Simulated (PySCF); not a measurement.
# Shapes and spin states of TaOF

Computed with PBE0 in PySCF with Ta def2-TZVP with ECP60, O def2-TZVP, F def2-TZVP; scalar-relativistic core potentials, no spin–orbit coupling; density-fitted integrals.

Relaxations began from a few typed shapes and spin states; open shells are unrestricted. The search is not exhaustive: other isomers or separated fragments can lie lower, and high-lying points may rest on an excited occupation.

```
                                                 spin  group                       bonds         angles  imaginary modes (cm⁻¹)  ΔE (kJ/mol)  ΔE with ZPE (kJ/mol)
                   broken-symmetry Ms = 0 (⟨S²⟩ 0.65)     Cs  Ta–F 1.855 Å, Ta–O 1.696 Å  F–Ta–O 110.9°                    none          0.0                   0.0
                                              triplet     Cs  Ta–F 1.890 Å, Ta–O 1.707 Å  F–Ta–O 117.4°                    none          8.0                   7.5
singlet (closed shell, unstable to spin polarisation)     Cs  Ta–F 1.835 Å, Ta–O 1.689 Å  F–Ta–O 107.2°                    none         14.7                  15.2
                                              triplet    C∞v  Ta–F 1.964 Å, Ta–O 1.737 Å  F–Ta–O 180.0°              168i, 168i         71.9                     –
singlet (closed shell, unstable to spin polarisation)    C∞v  Ta–F 1.938 Å, Ta–O 1.731 Å  F–Ta–O 180.0°              203i, 203i        140.3                     –
```

The lowest minimum found is the broken-symmetry Ms = 0 (⟨S²⟩ 0.65) Cs: Ta–F 1.855 Å, Ta–O 1.696 Å; F–Ta–O 110.9°.

For the lowest minimum: the determinant is spin-contaminated (⟨S²⟩ = 0.65, pure value 0.00). The spin densities have lower symmetry than the nuclear frame. No spin–orbit coupling is included, which matters more the heavier the element.
